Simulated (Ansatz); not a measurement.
Ansatz (a program for electronic structure) input (B3LYP/LANL2DZ): The .json file is the Basis Set Exchange's LANL2DZ.

Ansatz 0.2 input:
```yaml
crystal:
  periodic: [false, false, false]
  atoms:
    - {symbol: In, position_ang: [0.00000000, 0.00000000, 0.00000000]}
    - {symbol: O, position_ang: [-0.00000000, -0.00000000, -1.87774800]}
    - {symbol: O, position_ang: [0.00000000, 0.00000000, 1.87774800]}
basis:
  gaussian:
    orbitals: LANL2DZ.json
hamiltonian:
  xc: {name: B3LYP}
magnetization: {spin_polarized: true, initial_magnetization: 1}
relax: {f_tol: 0.003, max_steps: 120}
```

Output:

```
Functional definition: B3LYP
integrals: 0.01 GiB planned
448 factors; integrals over basis functions are off by at most 3.5e-5 eV
mean field: 0.10 GiB planned
mean field evaluation 1: about -4130.9158 eV, gradient 4.8e1 eV
mean field evaluation 2: about -4068.1203 eV, gradient 1.1e2 eV
mean field evaluation 4: about -4142.3509 eV, gradient 2.0e0 eV
mean field evaluation 8: about -4142.3987 eV, gradient 2.2e-1 eV
mean field evaluation 16: about -4142.3990 eV, gradient 4.6e-5 eV
mean field evaluation 32: about -4142.3160 eV, gradient 8.7e-1 eV
mean field -4142.39904036 eV, -152.2303569141 hartree, gradient 4.0e-6 eV, S^2 0.817690; 3 other end points of the search recorded, 0 dependent functions left out
the calculation of the forces begins
reference -4142.39925564 eV, -152.2303648256 hartree; 10, 9 occupied and 16, 17 virtual orbitals, 448 factors
relax step   1: F+E_penalty+E_count = -4142.39904036 eV  Δ(F+E_penalty+E_count) = +0.000e0 eV  max|allowed force component| = 4.822e-1 eV/Å  Δτ_max = 0.0000 Å  (73 SCF iters, accepted)
these checks for a lower state are left out or cut short: starts, cluster_reference, orbital_swaps, neighbouring_geometries, increment
integrals: 0.01 GiB planned
448 factors; integrals over basis functions are off by at most 3.5e-5 eV
mean field: 0.10 GiB planned
mean field -4142.40881352 eV, -152.2307160714 hartree, gradient 2.1e-5 eV, S^2 0.815597; 0 other end points of the search recorded, 0 dependent functions left out
the calculation of the forces begins
reference -4142.40902902 eV, -152.2307239907 hartree; 10, 9 occupied and 16, 17 virtual orbitals, 448 factors
relax step   2: F+E_penalty+E_count = -4142.40881352 eV  Δ(F+E_penalty+E_count) = -9.773e-3 eV  max|allowed force component| = 1.804e-1 eV/Å  Δτ_max = 0.0147 Å  (45 SCF iters, accepted)
these checks for a lower state are left out or cut short: starts, cluster_reference, orbital_swaps, neighbouring_geometries, increment
integrals: 0.01 GiB planned
448 factors; integrals over basis functions are off by at most 3.5e-5 eV
mean field: 0.10 GiB planned
mean field -4142.41032452 eV, -152.2307715995 hartree, gradient 2.0e-5 eV, S^2 0.814403; 0 other end points of the search recorded, 0 dependent functions left out
the calculation of the forces begins
reference -4142.41054016 eV, -152.2307795242 hartree; 10, 9 occupied and 16, 17 virtual orbitals, 448 factors
relax step   3: F+E_penalty+E_count = -4142.41032452 eV  Δ(F+E_penalty+E_count) = -1.511e-3 eV  max|allowed force component| = 4.481e-3 eV/Å  Δτ_max = 0.0085 Å  (44 SCF iters, accepted)
these checks for a lower state are left out or cut short: starts, cluster_reference, orbital_swaps, neighbouring_geometries, increment
integrals: 0.01 GiB planned
448 factors; integrals over basis functions are off by at most 3.5e-5 eV
mean field: 0.10 GiB planned
mean field -4142.41032316 eV, -152.2307715497 hartree, gradient 1.3e-5 eV, S^2 0.814476; 0 other end points of the search recorded, 0 dependent functions left out
the calculation of the forces begins
reference -4142.41053880 eV, -152.2307794741 hartree; 10, 9 occupied and 16, 17 virtual orbitals, 448 factors
relax step   4: F+E_penalty+E_count = -4142.41032316 eV  Δ(F+E_penalty+E_count) = +1.355e-6 eV  max|allowed force component| = 7.064e-3 eV/Å  Δτ_max = 0.0005 Å  (33 SCF iters, rejected (line search))
these checks for a lower state are left out or cut short: starts, cluster_reference, orbital_swaps, neighbouring_geometries, increment
integrals: 0.01 GiB planned
448 factors; integrals over basis functions are off by at most 3.5e-5 eV
mean field: 0.10 GiB planned
mean field -4142.41032543 eV, -152.2307716329 hartree, gradient 3.6e-5 eV, S^2 0.814431; 0 other end points of the search recorded, 0 dependent functions left out
the calculation of the forces begins
reference -4142.41054107 eV, -152.2307795575 hartree; 10, 9 occupied and 16, 17 virtual orbitals, 448 factors
relax step   5: F+E_penalty+E_count = -4142.41032543 eV  Δ(F+E_penalty+E_count) = -9.090e-7 eV  max|allowed force component| = 2.467e-6 eV/Å  Δτ_max = 0.0002 Å  (30 SCF iters, accepted)
integrals: 0.01 GiB planned
448 factors; integrals over basis functions are off by at most 3.5e-5 eV
mean field: 0.10 GiB planned
mean field evaluation 64: about -4142.3860 eV, gradient 1.3e-1 eV
mean field -4142.41032543 eV, -152.2307716329 hartree, gradient 3.6e-5 eV, S^2 0.814431; 4 other end points of the search recorded, 0 dependent functions left out
the calculation of the forces begins
reference -4142.41054107 eV, -152.2307795575 hartree; 10, 9 occupied and 16, 17 virtual orbitals, 448 factors
Total energy: -4142.41054107 eV, -152.2307795575 hartree
Atom 0 at    -0.000000     0.000000     0.000000 Å, force     0.000000    -0.000000     0.000000 eV/Å
Atom 1 at     0.000000    -0.000000    -1.854742 Å, force    -0.000000     0.000000    -0.000002 eV/Å
Atom 2 at     0.000000    -0.000000     1.854742 Å, force    -0.000000     0.000000     0.000002 eV/Å
Dipole moment:    -0.000000    -0.000000    -0.000000 e Å
```

The geometry given is a B3LYP-D3(BJ)/def2-TZVP minimum.
